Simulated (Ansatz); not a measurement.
Reaction (formal exchange of groups at the Sn–F bond): `N#[C][Sn]([F])([F])[F]` + `CCC(C)C#N` → `N#[C][Sn]([F])([F])[C]#N` + `CCC(C)F`

Program: Ansatz. Geometries: PBE0-D4/def2-TZVP. ΔE: electronic, gas phase. CCSD(T)/CBS adds triple-zeta CCSD(T) − MP2 to the extrapolated MP2 energy (def2 sets, frozen cores). Functionals use def2-TZVPP. B3LYP here is the variant with VWN-RPA as its local correlation; programs differ in this. Elements past krypton have def2 core potentials. For Sn outer-core shells are correlated without core-valence functions, which leaves a few kJ/mol of doubt a bond. One conformer a species, not always the lowest.

```json
{"level": "LDA (SPW92)", "ΔE (kJ/mol)": "102.4"}
{"level": "PBE-D4", "ΔE (kJ/mol)": "103.4"}
{"level": "B3LYP-D4", "ΔE (kJ/mol)": "100.1"}
{"level": "r2SCAN0-D4", "ΔE (kJ/mol)": "103.4"}
{"level": "ωB97X-V", "ΔE (kJ/mol)": "98.9"}
{"level": "RPA@PBE/def2-TZVPP", "ΔE (kJ/mol)": "84.6"}
{"level": "CCSD(T)/def2-TZVPP", "ΔE (kJ/mol)": "93.5"}
{"level": "CCSD/CBS(def2)", "ΔE (kJ/mol)": "100.8"}
```

(1) What does CCSD(T)/CBS give? (Estimate.)

(2) What do rigid-rotor, harmonic-oscillator terms from PBE0-D4/def2-TZVP frequencies (298.15 K, 1 bar) make of the CCSD(T)/CBS value? (Best estimate.)

Largest T1 diagnostic among the species: 0.015.

## Answers

(1) The calculation gave: +101.4 kJ/mol. The listed levels differ from it by 1.0, 2.0, -1.3, 2.0, -2.5, -16.8, -7.9, -0.6 kJ/mol.

(2) The calculation gave: ΔZPE = -2.5 kJ/mol, ΔH = +99.9 kJ/mol, ΔS = 10 J/(mol·K), ΔG = +96.8 kJ/mol.

At CCSD(T), def2-SVP lies −10.5 kJ/mol from the extrapolated value and def2-TZVPP −7.9 kJ/mol. The D4 term adds +3.3 kJ/mol with B3LYP and +1.9 kJ/mol with PBE0; it sums over pairs of atoms, weighted by their polarisabilities, and B3LYP, whose exchange is more repulsive, gets the larger term. Leaving LDA and LC-ωPBE aside and taking each functional with its dispersion term where it has one, the values, not all of them listed here, spread over 8.6 kJ/mol, from ωB97M-V to revPBE-D4.
